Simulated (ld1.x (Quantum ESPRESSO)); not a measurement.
Before and after: TM potential for mercury

ld1.x (Quantum ESPRESSO) 7.5 input, shortened:

```
&input
   title='Hg', zed=80., rel=1, dft='PBESOL', iswitch=3,
   config='[Xe] 4f14 5d10 6s2 6p0'
 /
 &inputp
   pseudotype=2, tm=.true., lloc=2,
   nlcc=.true., rcore=1.50
 /
3
6S  1  0   2.00   0.00  2.05  2.05  0.0
6P  2  1   0.00   0.00  2.45  2.45  0.0
5D  3  2  10.00   0.00  2.00  2.00  0.0
 &test
   configts(1)='5d10 6s2 6p0'
 /
```

All-electron outer shells of the reference configuration (PBEsol, scalar-relativistic, ld1.x):

| shell | level (eV) | outermost node (bohr) | outermost maximum (bohr) |
| --- | --- | --- | --- |
| 4f | -95.96 | – | 0.37 |
| 5p | -66.53 | 0.51 | 0.93 |
| 5d | -9.88 | 0.55 | 1.17 |
| 6s | -6.87 | 1.08 | 2.21 |
| 6p | -0.99 | 1.28 | 3.26 |

Change: wave 5d (bound): rc 2.00 bohr becomes 5d (bound): rc 2.68 bohr.

Cutoffs: the cutoffs (Ry, on a coarse ladder) from which the occupation-weighted sum of valence levels, in a spherical-Bessel basis at the reference potential, stays within 10 and 1 mRy of its value at 400 Ry; they do not see the model core or the augmentation charge, which bear on the density cutoff. Errors are all-electron minus pseudo energies relative to the spin-unpolarised reference configuration.

Problem. Predict the effect on cutoff, ghosts and configuration errors.

Solution. The potential gets softer (45 Ry and 70 Ry → 35 Ry and 55 Ry); the bound ghosts move from p, s to s; the number of tests that count goes from 6 to 7; of the 6 tests that both files solve, the error grows in 3 and shrinks in 0 by more than 15 % and 0.3 meV (median size 45.3 → 51.5 meV). A larger radius leaves more room for a smooth pseudo-wave, so fewer plane waves are needed. More of the atom is replaced by a form fitted at one configuration, so other configurations suffer.

| quantity | base | changed |
| --- | --- | --- |
| cutoff, loose | 45 Ry | 35 Ry |
| cutoff, tight | 70 Ry | 55 Ry |
| loose cutoff by channel (10 mRy a level) | s 6 Ry, d 40 Ry | s 15 Ry, d 30 Ry |
| bound ghosts | s, p | s |
| tests counted (converged, no solver errors) | 6 of 7 | 7 of 7 |
| error for 5d10 6s1 6p0, meV [ΔE 10.74 eV] | -12 | -12 |
| error for 5d10 6s0 6p0, meV [ΔE 29.74 eV] | -53 | -57 |
| error for 5d9 6s0 6p0, meV [ΔE 65.30 eV] | -73 | -180 |
| error for 5d10 6s1.5 6p0, meV [ΔE 4.38 eV] | -3.2 | -3.3 |
| error for 5d9 6s2 6p0, meV [ΔE 15.54 eV] | -38 | -46 |
| error for 5d8 6s0 6p0, meV [ΔE 115.08 eV] | -247 | -381 |

Base: Tests not counted: 5d10 6s0 6p1 (solver errors, printed error -2.0 eV). These tests converged, but a pseudo level misses the all-electron one widely, so the file describes the atom poorly there or has found another state: 5d10 6s0 6p0: empty 6p by 3.4 eV. Changed file: These tests converged, but a pseudo level misses the all-electron one widely, so the file describes the atom poorly there or has found another state: 5d9 6s0 6p0: empty 6p by 2.5 eV (a node warning on the way); 5d8 6s0 6p0: empty 6p by 8.7 eV (a node warning on the way). A true bound ghost makes a file unfit for plane-wave use even where its test errors are small: the radial tests pick states by their node count and pass the ghost by. Where a test does run into it, the solver fails or the error is huge.
